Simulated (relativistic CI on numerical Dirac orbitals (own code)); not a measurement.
Method of calculation: Dirac-Coulomb-Breit CI, orbitals from a KLI potential per configuration, a model potential for QED, unscaled Slater integrals (own radial code, finite nucleus).

The strongest absorption lines from the ground level of an ion, among the configurations computed and to levels below about 1760 eV (vacuum wavelength in Å, gf): 22.469 (0.32), 22.810 (0.63), 24.257 (1), 33.612 (0.079), 35.870 (1.2), 36.064 (0.79), 36.400 (0.35), 36.452 (0.24).

(1) Which ion is it?
A. Tb⁴⁵⁺
B. Tm⁴⁹⁺
C. Pm⁴¹⁺
D. Tm⁴⁷⁺

Results:

(1) B. Tm⁴⁹⁺ has 20 electrons and the ground level 3s2 3p6 3d2 3F_2; the strongest line goes to 3s2 3p5 3d3 3G°_3. The pattern of lines fixes the number of electrons, and along that sequence the line energies rise steadily with the charge (about as its square where n changes within one kind of shell, about linearly where n is kept but much faster in heavy ions where fine structure, which grows about as Z⁴, sets the gap, and irregularly where shells cross), which fixes Z. Configurations outside the model, such as inner-shell arrays, can give stronger lines. At this charge energies of transitions that change n are usually good to better than 1 %, and those within a shell (Δn = 0) to a few per cent.

LS names give the leading component of a level, which can be under half, so a name can repeat, a term be missing and a line seem to break the LS rules.
